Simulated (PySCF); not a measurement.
A PySCF script (with the pyscf-properties extension) for the NMR shieldings of (HSi)4CH26 adamantane, on a PBE0-D3(BJ)/def2-SVP geometry:

```python
import basis_set_exchange as bse
import numpy as np
from pyscf import gto, dft
from pyscf.prop import nmr

atoms = """
Si    1.350161   -1.148941    0.700367
H     2.413752   -2.051063    1.253673
C     1.475348    0.569238    1.471606
Si    0.145737    1.728559    0.800616
H     0.263720    3.085797    1.429769
C     0.351106    1.848367   -1.071842
Si    0.208427    0.155184   -1.893287
H     0.376339    0.275924   -3.379847
C     1.534841   -0.976213   -1.169695
C    -1.485923   -0.564224   -1.476067
Si   -1.726695   -0.733503    0.388350
H    -3.078750   -1.308981    0.692788
C    -0.364091   -1.849386    1.066739
C    -1.543419    0.973229    1.173090
H     2.473131    0.994153    1.263837
H     1.381545    0.491938    2.568857
H    -0.416692    2.524767   -1.486467
H     1.332608    2.295343   -1.307893
H     1.469855   -1.971815   -1.642467
H     2.534175   -0.572377   -1.407519
H    -1.598085   -1.552619   -1.955219
H    -2.275386    0.085065   -1.893202
H    -0.453122   -2.854220    0.617745
H    -0.492518   -1.971701    2.156356
H    -1.676694    0.891909    2.266180
H    -2.340788    1.641489    0.803503
"""
names = dict.fromkeys(["Si", "H", "C"], "pcSseg-1")
basis = {el: gto.basis.parse(bse.get_basis(n, elements=[el], fmt="nwchem")) for el, n in names.items()}
mol = gto.M(atom=atoms, basis=basis, charge=0, verbose=0)
mf = dft.RKS(mol, xc="HYB_GGA_XC_WB97X_D")
mf.grids.level = 2
mf.grids.alignment = dft.numint.BLKSIZE   # the property module wants whole blocks of grid points
mf.conv_tol = 1e-9
mf.kernel()

calc = nmr.RKS(mf)   # GIAO
C = mf.mo_coeff
Co = C[:, mf.mo_occ > 0]
resp = mf.gen_response(singlet=True, hermi=2)
def vind(x):   # induced exchange potential for any number of trial vectors
    d = np.einsum("pi,xij,qj->xpq", C, 2 * x.reshape(-1, C.shape[1], Co.shape[1]), Co, optimize=True)
    return np.einsum("xpq,pi,qj->xij", resp(d - d.transpose(0, 2, 1)), C, Co, optimize=True).ravel()
mo1, _ = nmr.rhf.solve_mo1(calc, with_cphf=vind)
sigma = calc.kernel(mo1)
for i, s in enumerate(sigma):   # ppm
    print("%2d %-2s %9.2f" % (i, mol.atom_pure_symbol(i), np.trace(s) / 3))
```

**Question.** What does it print?

**Answer.** 
```
 0 Si    369.24
 1 H      26.51
 2 C     185.77
 3 Si    369.24
 4 H      26.51
 5 C     185.79
 6 Si    369.19
 7 H      26.51
 8 C     185.80
 9 C     185.78
10 Si    369.24
11 H      26.51
12 C     185.77
13 C     185.79
14 H      31.58
15 H      31.57
16 H      31.57
17 H      31.57
18 H      31.57
19 H      31.58
20 H      31.57
21 H      31.58
22 H      31.58
23 H      31.57
24 H      31.58
25 H      31.56
```

These numbers come from an equivalent density-fitted implementation of the same equations, which agrees with the script to about 0.01 ppm for H and up to a few tenths of a ppm for heavy atoms, so last digits may differ.

**Question.** Turn these shieldings into chemical shifts. Chemical shifts δ = σref − σ; 29Si (σ = 352.93 ppm), 1H (σ = 31.38 ppm), 13C (σ = 184.54 ppm) vs TMS, all at this level.

**Answer.** Averaging equivalent atoms: Si 0/3/6/10: -16.3; H 1/4/7/11: 4.87; H 14/15/16/17/18/19/20/21/22/23/24/25: -0.19; C 2/5/8/9/12/13: -1.2 ppm. 

Size and cost of the density-fitted run: 278 basis functions; peak memory 2.4 GiB.
